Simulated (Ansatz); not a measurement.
Species: 1,3-thiazol-2-ylsilane, C3H5NSSi (charge 0, singlet). 
Coordinates optimised at B3LYP-D3(BJ)/def2-TZVP (Ansatz, a first-principles code):
SMILES: [SiH3]c1nccs1
```xyz
11

Si     2.2045     0.2241     0.0526
C      0.3326     0.2107     0.0713
N     -0.3969     1.2311     0.4463
C     -1.7327     0.9607     0.3661
C     -2.0526    -0.2900    -0.0782
S     -0.6224    -1.1685    -0.4110
H      2.7185     0.4670     1.4174
H      2.6899     1.2827    -0.8583
H      2.6598    -1.1001    -0.4278
H     -2.4477     1.7200     0.6473
H     -3.0307    -0.7183    -0.2194
```
Charge 0, spin multiplicity 1.

Property: vertical ionisation energy (to the doublet state of charge +1; each state is the SCF solution reached for its spin; for the singlet the Hartree-Fock reference is unstable and T1 is 0.015), in eV. Valence correlation only, unless marked. Open shells are spin-unrestricted. No spin-orbit coupling. No relativistic terms. CBS(X,Y): correlation extrapolated as X^-3; Hartree-Fock from the larger set. The bracket is a focal-point correction in the basis named.

| level | program | vertical ionisation energy (eV) |
|---|---|---|
| HF/aug-cc-pV(D+d)Z | Ansatz | 7.99 |
| HF/aug-cc-pV(T+d)Z | Ansatz | 7.99 |
| HF/aug-cc-pV(Q+d)Z | Ansatz | 7.99 |
| SVWN5/def2-TZVPD | Ansatz | 9.37 |

Question: Predict the RI-MP2/CBS(aug-cc-pV(T+d)Z,aug-cc-pV(Q+d)Z)+[CCSD(T)-MP2]/aug-cc-pV(T+d)Z result (Ansatz).

Answer: 9.50 eV, so SVWN5/def2-TZVPD differs from it by -0.13 eV.
